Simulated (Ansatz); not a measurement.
Cost and result for the atomization energy of `N[SiH]1[SiH2][S][Zn]1` (10 atoms, 10 bonds).

Cartesian coordinates in Å:
```
N 0.444 -1.678 -1.068
Si 0.321 0.010 -0.819
Si -0.839 0.773 1.155
S 0.452 2.241 1.988
Zn 1.794 1.495 0.327
H 0.447 -2.073 -1.993
H 0.840 -2.300 -0.384
H -0.243 0.563 -2.082
H -1.052 -0.384 2.069
H -2.165 1.354 0.806
```

The species carries charge 0 and has multiplicity 1. For Zn the d shell is correlated and the shells below it are frozen. Scalar relativity is left out up to krypton. The geometry is a stationary point of PBE0-D4/def2-TZVP. It is one conformer, not always the lowest. Program: Ansatz. All runs use 4 threads of an Arm Neoverse V2 on a shared host. Times are those of one run each, without the atoms' runs, and a repeat can differ threefold. Electronic energies, without spin–orbit coupling; frozen cores. CCSD(T)/CBS adds CCSD(T) − MP2 in def2-TZVPP to the MP2 limit, and its time is that of the two runs behind it. T1 = 0.018. With those shells the extrapolation isn't a true limit.

CCSD(T)/CBS is a level of theory with its own doubt, some kJ/mol a heavy atom from the limit and from the frozen cores, so smaller differences don't rank the functionals.

```tsv
level	functions	wall time	atomization (kJ/mol)	difference from CCSD(T)/CBS	per bond
revPBE-D4/def2-TZVPP	291	3.9 s	2887.5	-31.8	-3.2
PBE-D4/def2-TZVPP (with forces)	291	4.4 s	2957.7	38.4	3.8
BLYP-D4/def2-TZVPP	291	4.4 s	2880.1	-39.2	-3.9
CCSD(T)/def2-SVP	124	7.5 s	2618.5	-300.8	-30.1
CAM-B3LYP-D4/def2-TZVPP	291	8.5 s	2899.6	-19.7	-2.0
B2PLYP/def2-TZVPP	291	9.5 s	2852.5	-66.8	-6.7
PBE-QIDH/def2-TZVPP	291	9.5 s	2893.8	-25.5	-2.5
r2SCAN-D4/def2-TZVPP (with forces)	291	10 s	2944.4	25.1	2.5
r2SCANh-D4/def2-TZVPP	291	12 s	2924.1	4.8	0.5
ωB97X-V/def2-TZVPP	291	15 s	2950.4	31.1	3.1
MP2/def2-QZVPP	517	67 s	2911.2	-8.1	-0.8
CCSD(T)/def2-TZVPP	291	4.7 min	2805.1	-114.2	-11.4
CCSD(T)/CBS(def2)	–	5.8 min	2919.3	0.0	0.0
```

Leaving LDA and LC-ωPBE aside and taking each functional with its dispersion term where it has one, the values, not all of them listed here, spread over 128.1 kJ/mol, from BHLYP-D4 to PBE-D4. LDA lies +423.1 kJ/mol from PBE without D4, its usual overbinding. From r2SCAN to r2SCAN0 (25 % exact exchange), in def2-TZVPP and without D4, the atomization energy moves by −50.2 kJ/mol: exact exchange takes away binding that semilocal exchange gives to molecules. The D4 term adds +51.3 kJ/mol with B3LYP and +26.9 kJ/mol with PBE0; it sums over pairs of atoms, weighted by their polarisabilities, and B3LYP, whose exchange is more repulsive, gets the larger term.

B3LYP here is the variant with VWN-RPA as its local correlation; programs differ in this.
